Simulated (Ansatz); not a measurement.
`COB1C=C1F`, charge 0, multiplicity 1.

Give a relaxed structure at PBE0-D4/def2-TZVP (Ansatz). (Best estimate.)

Computed: 
Cartesian coordinates in Å:
```
C -0.233 -1.406 -1.186
O -0.781 -0.842 -0.008
B -0.248 0.257 0.536
C -0.248 1.301 1.607
C 0.692 1.385 0.661
F 1.701 2.182 0.372
H -1.002 -1.425 -1.961
H 0.083 -2.429 -0.976
H 0.625 -0.830 -1.544
H -0.589 1.806 2.500
```
Point group Cs.
This is one stationary point; other conformers may exist.
